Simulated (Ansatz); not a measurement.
The cluster Li₅Te₃, relaxed as a doublet with UKS PBE-D4/def2-SVP in Ansatz, starting from the GFN2-xTB geometry. Force threshold 0.02 eV/Å.

In the def2 sets Te takes a core potential; there is no spin–orbit coupling. The relaxation made no stability test and no search for a lower SCF solution. Another isomer (doublet) lies 0.86 eV lower at PBE0-D4/def2-TZVP; other spin states weren't run for this one.

Start:

Cartesian coordinates in Å:
```
Li 1.877 -0.902 -0.493
Li 1.524 2.226 -2.702
Li -0.989 1.916 -0.456
Li -0.803 -0.996 2.699
Li -0.711 -0.975 -0.039
Te 0.123 0.199 -2.322
Te -2.214 0.968 1.679
Te 1.192 -2.436 1.634
```

```csv
step,energy (eV),largest force component (eV/Å),SCF passes
1,-22907.0231,0.485,20
2,-22907.2311,0.278,27
3,-22907.3035,0.168,27
4,-22907.3401,0.123,24
5,-22907.3674,0.072,23
6,-22907.3727,0.113,20
7 (rejected),-22907.3710,0.086,21
8,-22907.3773,0.041,21
9,-22907.3804,0.029,20
10,-22907.3820,0.020,20
11,-22907.3822,0.008,17
```

Force components are those of the run's own axes.

End:

Cartesian coordinates in Å:
```
Li 1.811 -0.589 -0.442
Li 1.749 2.138 -3.214
Li -0.799 1.765 -0.294
Li -0.957 -1.260 3.111
Li -1.040 -1.147 -0.108
Te 0.254 0.430 -2.297
Te -1.963 0.643 1.706
Te 0.945 -1.979 1.539
```

By distances, no bond broke or formed. The bond that changes most is Li5–Te6, from 2.70 to 2.99 Å (atoms count from 1).

The force fell under the threshold at step 10, but the optimiser went on. No frequencies were taken in this run, so the end may be a saddle point.

Hardware: 4 threads of Arm Neoverse V1 on a shared host. Wall time 33 s.
